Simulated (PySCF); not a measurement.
**Heteronuclear NMR**

Bonds (- single, = double, # triple, : aromatic): C1-C2, C2-C3, C2=C4, C4-Si5, C4-Si6, Si6-O7, O7-C8, C8=O9. C1 carries H10, H11, H12; C3 carries H13, H14, H15; Si5 carries H16, H17, H18; Si6 carries H19, H20; C8 carries H21.

- GIAO PBE0/pcSseg-1 shieldings
- GFN2-xTB structure
- program: PySCF
- isolated molecule, a single conformation, rapidly exchanging positions averaged, no relativistic terms

**Question.** Predict the ²⁹Si NMR data.

**Answer.** 
```tsv
atoms	environment	σ (ppm)	δ (ppm)
Si6	silicon bonded to C, O, 2 H	377.0	-29.9
Si5	silicon bonded to C, 3 H	429.8	-73.3
```

Shieldings were converted by a linear fit to measured shifts: ²⁹Si: δ = 279.94 − 0.822σ (rms 8.9 ppm, 72 shifts, 25.8 ppm with the 6 outliers that the fit left out vs TMS, solution or neat liquid). Occasional misses reach two or three times the rms, and more in compound classes unlike the fitted ones.

On a 400 MHz spectrometer ²⁹Si resonates near 79.5 MHz, so 1 ppm is 79.5 Hz.

**Question.** Predict the ¹⁷O NMR data.

**Answer.** 
```
atoms             environment  σ (ppm)  δ (ppm)
   O9         carbonyl oxygen   -121.1    377.0
   O7  oxygen bonded to C, Si    126.5    151.4
```

Shieldings were converted by a linear fit to measured shifts: ¹⁷O: δ = 266.70 − 0.911σ (rms 10.7 ppm, 155 shifts, 12.2 ppm with the 3 outliers that the fit left out vs liquid water, solution or neat liquid). A few per cent of atoms miss by over 2 rms, more outside the fitted compound classes.

On a 600 MHz spectrometer ¹⁷O resonates near 81.3 MHz, so 1 ppm is 81.3 Hz.
